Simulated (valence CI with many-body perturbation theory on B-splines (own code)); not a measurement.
## Ho59+: E2, E3, M1, M2 decay

Level of theory: valence CI with perturbative core correlation (CI+MBPT): six valence electrons over a frozen Dirac-Fock core [He], radial functions for each j: 9 s, 9 p, 8 d, 6 f, 3 g, 1 h, with the one-electron correlation potential Σ1, the two-electron term Σ2, the three-electron term Σ3, Breit, model QED; selected CI, second order for the rest, scaled by the run's own slope (own B-spline code, finite nucleus).

The last digits are not significant, and no measured levels were compared; by estimate large intervals hold to a few tenths of a per cent, small ones and those within an open d or f shell to about a per cent. Among the levels kept, up to 2100 cm⁻¹ of a level comes from second order outside the variational space, and about a tenth of that is noise between levels of different J, which matters for small intervals.

Lines 1 to 49 of 49 in falling wavelength, among levels below 8395.2 eV, chosen from the decays that carry over 1 % of a level's rate. Wavelengths and rates use the calculated energies. Electric multipoles are in the length gauge with retardation, E1 and E2 with the static RPA response of the core. M1 uses the relativistic operator with retardation. S is in atomic units (e²a₀⁴ for E2 and M2, e²a₀⁶ for E3), for M1 in squared Bohr magnetons. Weak lines are less certain than strong ones. Lines between different terms over intervals too small for the method are left out, as are lines whose strength nearly cancels. The highest levels of a list are the least certain.

Levels are named by their leading jj configuration (3d3/2^4 stands for four electrons in 3d with j = 3/2), which in mixed levels can hold well under half, so a name can repeat and another be missing. Letters in brackets count levels of one name in rising energy.

| λ vac (Å) | Upper | Lower | Type | A (s⁻¹) | S (a.u.) |
| --- | --- | --- | --- | --- | --- |
| 236.3 | (2s^2 2p1/2^2 2p3/2^2) J=0 | (2s^2 2p1/2^2 2p3/2^2) J=2 | E2 | 6.19e+01 | 4.07e-05 |
| 14.87 | (2s^2 2p1/2 2p3/2^3) J=1 | (2s^2 2p1/2^2 2p3/2^2) J=0 | M1 | 1.89e+09 | 6.89e-01 |
| 14.29 | (2s^2 2p1/2 2p3/2^2 3p1/2) J=1 [a] | (2s^2 2p1/2^2 2p3/2 3p1/2) J=1 | M1 | 5.20e+09 | 1.69e+00 |
| 13.99 | (2s^2 2p1/2 2p3/2^3) J=1 | (2s^2 2p1/2^2 2p3/2^2) J=2 | M1 | 5.45e+09 | 1.66e+00 |
| 13.70 | (2s^2 2p1/2 2p3/2^3) J=2 | (2s^2 2p1/2^2 2p3/2^2) J=2 | M1 | 3.28e+09 | 1.56e+00 |
| 13.40 | (2s^2 2p3/2^4) J=0 | (2s^2 2p1/2 2p3/2^3) J=1 | M1 | 1.39e+10 | 1.24e+00 |
| 1.747 | (2s^2 2p1/2^2 2p3/2 3p1/2) J=2 | (2s^2 2p1/2^2 2p3/2^2) J=0 | E2 | 2.61e+11 | 1.90e-05 |
| 1.744 | (2s^2 2p1/2 2p3/2^2 3p1/2) J=1 [a] | (2s^2 2p1/2 2p3/2^3) J=2 | E2 | 1.44e+11 | 6.21e-06 |
| 1.742 | (2s^2 2p1/2 2p3/2^2 3p1/2) J=2 [a] | (2s^2 2p1/2 2p3/2^3) J=2 | E2 | 1.74e+10 | 1.25e-06 |
| 1.742 | (2s^2 2p1/2 2p3/2^2 3p1/2) J=2 [a] | (2s^2 2p1/2 2p3/2^3) J=2 | M1 | 8.66e+09 | 8.49e-03 |
| 1.739 | (2s^2 2p1/2 2p3/2^2 3p1/2) J=1 [a] | (2s^2 2p1/2 2p3/2^3) J=1 | E2 | 1.43e+11 | 6.08e-06 |
| 1.739 | (2s^2 2p1/2 2p3/2^2 3p1/2) J=1 [a] | (2s^2 2p1/2 2p3/2^3) J=1 | M1 | 1.46e+10 | 8.52e-03 |
| 1.738 | (2s^2 2p1/2 2p3/2^2 3p1/2) J=3 | (2s^2 2p1/2 2p3/2^3) J=2 | E2 | 8.28e+11 | 8.20e-05 |
| 1.737 | (2s^2 2p1/2 2p3/2^2 3p1/2) J=2 [a] | (2s^2 2p1/2 2p3/2^3) J=1 | E2 | 6.74e+11 | 4.76e-05 |
| 1.735 | (2s^2 2p1/2^2 2p3/2 3p1/2) J=1 | (2s^2 2p1/2^2 2p3/2^2) J=2 | E2 | 7.17e+11 | 3.02e-05 |
| 1.735 | (2s^2 2p1/2^2 2p3/2 3p1/2) J=1 | (2s^2 2p1/2^2 2p3/2^2) J=2 | M1 | 1.45e+10 | 8.41e-03 |
| 1.734 | (2s^2 2p1/2^2 2p3/2 3p1/2) J=2 | (2s^2 2p1/2^2 2p3/2^2) J=2 | E2 | 9.74e+11 | 6.83e-05 |
| 1.733 | (2s^2 2p1/2 2p3/2^2 3p1/2) J=3 | (2s^2 2p1/2 2p3/2^3) J=1 | E2 | 1.37e+11 | 1.34e-05 |
| 1.730 | (2s^2 2p1/2 2p3/2^2 3p1/2) J=2 [b] | (2s^2 2p1/2 2p3/2^3) J=2 | E2 | 4.60e+11 | 3.18e-05 |
| 1.727 | (2s^2 2p1/2 2p3/2^2 3p1/2) J=1 [b] | (2s^2 2p1/2 2p3/2^3) J=2 | E2 | 3.77e+11 | 1.55e-05 |
| 1.725 | (2s^2 2p1/2 2p3/2^2 3p1/2) J=2 [b] | (2s^2 2p1/2 2p3/2^3) J=1 | E2 | 8.39e+10 | 5.73e-06 |
| 1.723 | (2s^2 2p1/2 2p3/2^2 3p1/2) J=1 [b] | (2s^2 2p1/2 2p3/2^3) J=1 | E2 | 3.78e+11 | 1.54e-05 |
| 1.718 | (2s^2 2p1/2 2p3/2^2 3p1/2) J=0 | (2s^2 2p1/2 2p3/2^3) J=2 | E2 | 7.45e+11 | 9.95e-06 |
| 1.683 | (2s^2 2p1/2 2p3/2^2 3p3/2) J=0 | (2s^2 2p1/2 2p3/2^3) J=2 | E2 | 2.16e+11 | 2.61e-06 |
| 1.683 | (2s^2 2p1/2 2p3/2^2 3p3/2) J=3 [a] | (2s^2 2p1/2 2p3/2^3) J=2 | E2 | 1.40e+11 | 1.18e-05 |
| 1.682 | (2s^2 2p1/2^2 2p3/2 3p3/2) J=2 | (2s^2 2p1/2^2 2p3/2^2) J=0 | E2 | 2.85e+11 | 1.71e-05 |
| 1.678 | (2s^2 2p1/2 2p3/2^2 3p3/2) J=3 [a] | (2s^2 2p1/2 2p3/2^3) J=1 | E2 | 1.15e+11 | 9.61e-06 |
| 1.678 | (2s^2 2p1/2 2p3/2^2 3p3/2) J=2 [a] | (2s^2 2p1/2 2p3/2^3) J=1 | E2 | 2.36e+11 | 1.40e-05 |
| 1.678 | (2s^2 2p1/2 2p3/2^2 3p3/2) J=4 | (2s^2 2p1/2 2p3/2^3) J=2 | E2 | 2.61e+11 | 2.80e-05 |
| 1.678 | (2s^2 2p1/2 2p3/2^2 3p3/2) J=3 [b] | (2s^2 2p1/2 2p3/2^3) J=2 | E2 | 1.51e+11 | 1.26e-05 |
| 1.676 | (2s^2 2p1/2 2p3/2^2 3p3/2) J=1 [a] | (2s^2 2p1/2 2p3/2^3) J=1 | E2 | 1.52e+11 | 5.38e-06 |
| 1.676 | (2s^2 2p1/2^2 2p3/2 3p3/2) J=3 | (2s^2 2p1/2^2 2p3/2^2) J=2 | E2 | 5.38e+11 | 4.44e-05 |
| 1.675 | (2s^2 2p1/2^2 2p3/2 3p3/2) J=1 | (2s^2 2p1/2^2 2p3/2^2) J=2 | E2 | 5.51e+11 | 1.95e-05 |
| 1.674 | (2s^2 2p1/2 2p3/2^2 3p3/2) J=3 [b] | (2s^2 2p1/2 2p3/2^3) J=1 | E2 | 1.34e+11 | 1.10e-05 |
| 1.668 | (2s^2 2p1/2 2p3/2^2 3p3/2) J=2 [b] | (2s^2 2p1/2 2p3/2^3) J=2 | E2 | 6.21e+11 | 3.58e-05 |
| 1.665 | (2s^2 2p1/2^2 2p3/2 3p3/2) J=0 | (2s^2 2p1/2^2 2p3/2^2) J=2 | E2 | 1.43e+12 | 1.63e-05 |
| 1.664 | (2s^2 2p1/2 2p3/2^2 3p3/2) J=2 [b] | (2s^2 2p1/2 2p3/2^3) J=1 | E2 | 1.55e+11 | 8.85e-06 |
| 1.637 | (2s^2 2p1/2^2 2p3/2 3d5/2) J=4 | (2s^2 2p1/2^2 2p3/2^2) J=2 | M2 | 2.96e+10 | 2.79e-06 |
| 1.637 | (2s^2 2p1/2^2 2p3/2 3d5/2) J=4 | (2s^2 2p1/2^2 2p3/2^2) J=2 | E3 | 2.16e+09 | 1.95e-06 |
| 1.499 | (2s^2 2p1/2 2p3/2^2 3p3/2) J=0 | (2s^2 2p1/2^2 2p3/2^2) J=2 | E2 | 6.14e+11 | 4.15e-06 |
| 1.499 | (2s^2 2p1/2 2p3/2^2 3p3/2) J=3 [a] | (2s^2 2p1/2^2 2p3/2^2) J=2 | E2 | 3.28e+11 | 1.55e-05 |
| 1.499 | (2s^2 2p1/2 2p3/2^2 3p3/2) J=2 [a] | (2s^2 2p1/2^2 2p3/2^2) J=2 | E2 | 2.57e+11 | 8.68e-06 |
| 1.497 | (2s^2 2p1/2 2p3/2^2 3p3/2) J=1 [a] | (2s^2 2p1/2^2 2p3/2^2) J=2 | E2 | 3.08e+11 | 6.19e-06 |
| 1.497 | (2s^2 2p1/2 2p3/2^2 3p3/2) J=2 [b] | (2s^2 2p1/2^2 2p3/2^2) J=0 | E2 | 1.92e+11 | 6.45e-06 |
| 1.495 | (2s^2 2p1/2 2p3/2^2 3p3/2) J=4 | (2s^2 2p1/2^2 2p3/2^2) J=2 | E2 | 6.77e+11 | 4.06e-05 |
| 1.495 | (2s^2 2p1/2 2p3/2^2 3p3/2) J=3 [b] | (2s^2 2p1/2^2 2p3/2^2) J=2 | E2 | 3.24e+11 | 1.51e-05 |
| 1.494 | (2s^2 2p1/2 2p3/2^2 3p3/2) J=2 [c] | (2s^2 2p1/2^2 2p3/2^2) J=0 | E2 | 4.55e+11 | 1.51e-05 |
| 1.487 | (2s^2 2p1/2 2p3/2^2 3p3/2) J=2 [b] | (2s^2 2p1/2^2 2p3/2^2) J=2 | E2 | 1.49e+11 | 4.84e-06 |
| 1.485 | (2s^2 2p1/2 2p3/2^2 3p3/2) J=2 [c] | (2s^2 2p1/2^2 2p3/2^2) J=2 | E2 | 1.05e+11 | 3.39e-06 |
